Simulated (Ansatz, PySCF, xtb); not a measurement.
Homolysis of single bonds, series B Br-I. Gas-phase values, no solvent. Strings in code marks are SMILES.

Quantity: homolytic bond dissociation enthalpy at 298 K (no spin–orbit term), in eV. Enthalpy corrections at 298 K come from GFN2-xTB frequencies (xtb).

Level 1: frozen-core MP2/def2-TZVPP // PBE-D3(BJ)/def2-TZVP (Ansatz, a program for electronic structure)
Level 2: B3LYP/LANL2DZ // PBE-D3(BJ)/def2-TZVP (PySCF)
Level 3: HF/6-31G* (LANL2DZ on I) // PBE-D3(BJ)/def2-TZVP (PySCF)
Level 4: HF/def2-TZVPP // PBE-D3(BJ)/def2-TZVP (Ansatz)

```tsv
species	level 1	level 2	level 3	level 4
B–I bond of `BrB(I)I`, giving `Br[B]I` and `[I]`	3.94	?	2.17	2.30
Br–B bond of `BrB(Br)I`, giving `Br[B]I` and `[Br]`	4.62	3.69	3.04	3.03
I–B bond of `IB(I)I`, giving `I[B]I` and `[I]`	?	3.16	2.17	2.26
B–I bond of `BrB(Br)I`, giving `Br[B]Br` and `[I]`	?	3.26	2.19	2.34
Br–B bond of `BrB(I)I`, giving `I[B]I` and `[Br]`	4.59	?	?	2.98
```

Q: What belongs in the gaps?

A: 
- B–I bond of `BrB(I)I`, giving `Br[B]I` and `[I]`, level 2: 3.21
- I–B bond of `IB(I)I`, giving `I[B]I` and `[I]`, level 1: 3.93
- B–I bond of `BrB(Br)I`, giving `Br[B]Br` and `[I]`, level 1: 3.95
- Br–B bond of `BrB(I)I`, giving `I[B]I` and `[Br]`, level 2: 3.63
- Br–B bond of `BrB(I)I`, giving `I[B]I` and `[Br]`, level 3: 3.02
